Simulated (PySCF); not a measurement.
Positional isomers: isobutane boryl. Isolated molecules, 0 K electronic values unless said otherwise. One relaxed conformer stands for each flexible species; it need not be the lowest. Strings in code marks are SMILES.

Quantity: electronic energy of isomers of C4H11B relative to `BCC(C)C`, in kcal/mol.

Case: `BC(C)(C)C`. Geometry of `BC(C)(C)C` (neutral, multiplicity 1, Å):

```xyz
16

B      1.2060     0.7348     0.8338
C     -0.0112     0.1307     0.0743
C     -1.1875    -0.3039     0.9564
C     -0.5029     0.9408    -1.1312
C      0.7395    -1.1427    -0.4388
H      1.9974     1.4361     0.2552
H      1.4343     0.4120     1.9725
H     -0.8480    -0.9053     1.8122
H     -1.9117    -0.9056     0.3812
H     -1.7259     0.5696     1.3540
H     -1.0177     1.8575    -0.8066
H      0.3313     1.2386    -1.7830
H     -1.2173     0.3560    -1.7354
H      1.1021    -1.7797     0.3822
H      0.0250    -1.7410    -1.0293
H      1.5866    -0.8978    -1.0975
```

Q: What is the computed electronic energy of isomers of C4H11B relative to `BCC(C)C` (B3LYP/3-21G // PBE-D3(BJ)/def2-TZVP (PySCF))?

A: 2.31 kcal/mol.
